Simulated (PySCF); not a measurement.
**Electric field gradients and quadrupole coupling constants**

C6H10F2OSi.
Cartesian coordinates in Å at the GFN2-xTB level; atoms count from 1:
```xyz
20
C6H10F2OSi angstrom
O      1.646   -0.244    1.809
C      1.906   -0.818    0.787
C      1.428   -0.345   -0.550
C      1.289    1.176   -0.514
Si    -0.204    1.466    0.637
C     -0.893   -0.306    0.350
C     -2.335   -0.308   -0.084
F     -3.126    0.289    0.844
F     -2.821   -1.576   -0.216
C      0.010   -0.928   -0.718
H      2.479   -1.763    0.793
H      2.085   -0.702   -1.347
H      2.211    1.637   -0.169
H      1.096    1.548   -1.519
H     -1.113    2.436    0.005
H      0.020    1.804    2.030
H     -0.841   -0.890    1.271
H     -2.511    0.203   -1.043
H      0.021   -2.018   -0.658
H     -0.353   -0.651   -1.711
```

Field gradients from the PBE0/pcSseg-1 density (PySCF, non-relativistic), principal values in atomic units, ordered |Vxx| ≤ |Vyy| ≤ |Vzz|:

| atom | Vxx | Vyy | Vzz |
| --- | --- | --- | --- |
| O1 | 0.4239 | 1.5163 | -1.9402 |

**Question.** Find the asymmetry η = (Vxx − Vyy)/Vzz and the couplings χ = eQV/h (234.96 MHz × Q in barn × V in au), with Q(17O) = −0.0256 b.

**Answer.** 
```json
{"atom": "O1", "environment": "aldehyde oxygen", "nucleus": "17O", "η": "0.56", "χzz (MHz)": "11.67", "χxx (MHz)": "-2.55", "χyy (MHz)": "-9.12"}
```

**Question.** What is Vzz at O1 in SI units (1 au = 9.71736 × 10²¹ V/m²)?

**Answer.** -1.9402 au = -18.853 × 10²¹ V/m².

**Question.** And the gradient at the other heavy atoms, for which no coupling is worked out here?

**Answer.** 
```tsv
atom	environment	Vzz (au)	η
C2	aldehyde carbon	0.602	0.10
C3	sp3 carbon next to a carbonyl	0.044	0.89
C4	sp3 carbon bound to silicon	0.115	0.76
Si5	SiH2 silicon	0.320	0.84
C6	sp3 carbon bound to silicon	-0.126	0.50
C7	CHF2 carbon	-0.538	0.74
F8	fluorine of a CF2 group	2.901	0.10
F9	fluorine of a CF2 group	2.877	0.11
C10	ring CH2 carbon	0.091	0.94
```

**Question.** What couplings would deuterons (Q(2H) = 0.00286 b) have in place of the hydrogens, at this geometry?

**Answer.** 
```tsv
atom	bonded to	bond length (Å)	Vzz (au)	η	χzz (kHz)
H11	C2	1.105	0.2738	0.01	184
H12	C3	1.093	0.3002	0.02	202
H13	C4	1.087	0.3197	0.05	215
H14	C4	1.089	0.3167	0.04	213
H15	Si5	1.472	0.1565	0.02	105
H16	Si5	1.451	0.1724	0.04	116
H17	C6	1.092	0.3035	0.06	204
H18	C7	1.101	0.2683	0.02	180
H19	C10	1.092	0.3028	0.01	203
H20	C10	1.093	0.3008	0.03	202
```

One conformer (not necessarily the lowest) at the GFN2-xTB geometry, without solvent, vibrations or thermal averaging. GFN2-xTB bond lengths can be off by several hundredths of an ångström, more for odd bonds, and the gradients follow them. A larger basis could move these couplings by a tenth or more.

The run behind these numbers computed NMR shieldings as well. Time: 49 s; peak memory 1.0 GiB. Hardware: one thread of an Arm Neoverse V2, no GPU, shared host.
